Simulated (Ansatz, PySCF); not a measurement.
Gas-phase reaction R1 + R2 → 2 P1, each structure at its B3LYP-D3(BJ)/def2-TZVP stationary point, reached from a drawn start (curvature not checked).
R1: O7Re2 (SMILES [O]=[Re](=[O])(=[O])[O][Re](=[O])(=[O])=[O]), charge 0, multiplicity 1.
P1, HO4Re (SMILES [O][Re]([O])([O])[OH]) (charge 0, multiplicity 1):
```xyz
6

Re     0.02693    -0.06035    -0.44257
O      0.14448    -1.58219    -1.20204
O     -1.37457     0.75465    -0.97345
O      1.38745     0.89449    -0.82664
O     -0.05591    -0.36643     1.40621
H     -0.12828     0.35983     2.03850
```
R2: H2O (SMILES O), charge 0, multiplicity 1.

P less R. No zero-point or thermal terms; singlets are restricted closed shells; no spin–orbit coupling. One arrangement of each flexible species, with no search for the lowest. The spin states of the d-block species are the ones drawn and need not be the lowest.

Cores are frozen in the correlated methods.

Codes used: Ansatz (Gaussian basis) for Hartree–Fock, density functionals and correlated methods; PySCF for the D3/D4 terms. No computed number here is a measurement. Elements past Kr take the def2 small-core potentials, without spin–orbit coupling.

Total energies in hartree:

```
structure  PBE/def2-TZVPP  B3LYP-D3(BJ)/def2-TZVPP  CCSD(T)/def2-SVP
---------  --------------  -----------------------  ----------------
R1            -683.343288              -683.759533       -680.596081
P1            -379.862657              -380.112002       -378.380754
R2             -76.380148               -76.467236        -76.174671
```

Work out the reaction energy at each level in kJ/mol (1 hartree = 2625.49964 kJ/mol), and say how far PBE/def2-TZVPP lies from CCSD(T)/def2-SVP.


- PBE/def2-TZVPP: 2 × (-379.862657) − (-683.343288) − (-76.380148) = -0.001878 hartree = -4.9 kJ/mol
- B3LYP-D3(BJ)/def2-TZVPP: 2 × (-380.112002) − (-683.759533) − (-76.467236) = 0.002765 hartree = 7.3 kJ/mol
- CCSD(T)/def2-SVP: 2 × (-378.380754) − (-680.596081) − (-76.174671) = 0.009244 hartree = 24.3 kJ/mol
PBE/def2-TZVPP less CCSD(T)/def2-SVP: -29.2 kJ/mol, and the two differ in sign. CCSD(T)/def2-SVP is the level counted from, the highest shown, and no exact or measured value.

Ansatz is a first-principles code.
